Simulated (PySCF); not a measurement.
CF, SMILES [C]F (connectivity only; charge and spin as stated), charge +1, multiplicity 1.

The structure is a stationary point at PBE0-D3(BJ)/def2-TZVPD.

Two levels are set side by side: TDA-PBE/def2-TZVPD (PySCF) and EOM-CCSD/aug-cc-pVDZ (PySCF). Vertical, same geometry; the bases differ. Differences are taken from unrounded values.

```json
[
 {"quantity": "lowest singlet excitation (eV)", "EOM-CCSD": "8.55"},
 {"quantity": "lowest triplet excitation (TDA for PBE) (eV)", "EOM-CCSD": "4.97"}
]
```

Problem. What does TDA-PBE give, and how far is it from EOM-CCSD? (An estimate is asked for; the answer gives what the named calculation found.)

Solution. 
```csv
quantity,TDA-PBE,TDA-PBE minus EOM-CCSD
lowest singlet excitation (eV),8.47,-0.08
lowest triplet excitation (TDA for PBE) (eV),4.56,-0.41
```

Rough cost on one machine, each run with all the roots and properties that it gave: EOM-CCSD against TDA-PBE about 2 times.
